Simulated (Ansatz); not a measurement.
Basis-set extrapolation for tetramethyl orthosilicate (TMOS), C4H12O4Si (PBE0-D4/def2-TZVP geometry, frozen core, Ansatz). Multiplicity 1, RHF reference.

```tsv
	def2-TZVPP	def2-QZVPP
HF	-747.230702	-747.263170
MP2 correlation	-1.746986	-1.877504
CCSD(T) correlation	-1.874525	not run
```

Energies in hartree. Use E(X) = E(∞) + A·exp(−7.88·√X) for Hartree–Fock and E(X) = E(∞) + B·X^(−2.97) for correlation, with X = 3 and 4, and add CCSD(T) minus MP2 of the smaller set to the MP2 limit.

Problem. What is the CCSD(T) energy at the basis-set limit?

Solution. HF limit: -747.263170 + (-0.032468) × 0.13774 = -747.26764. MP2 limit: -1.877504 + (-0.130518) × 0.74074 = -1.97418. Higher-order term: -1.874525 − (-1.746986) = -0.12754. Total: -749.36936 hartree, 693.5 kJ/mol below CCSD(T)/def2-TZVPP.
